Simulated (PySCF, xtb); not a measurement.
SeI2, SMILES I[Se]I.

Harmonic wavenumbers (cm⁻¹) from GFN2-xTB (xtb 6.7.1) at its own minimum, in rising order: 82, 257, 260.

### Question
What does B3LYP-D3(BJ)/def2-SVP in PySCF give at its own minimum? (The exact figures need the calculation; the answer reports its results.)

### Answer
74, 231, 232. Paired by order, the mean absolute difference is 21 cm⁻¹ and the zero-point energies are 0.9 and 0.8 kcal/mol.
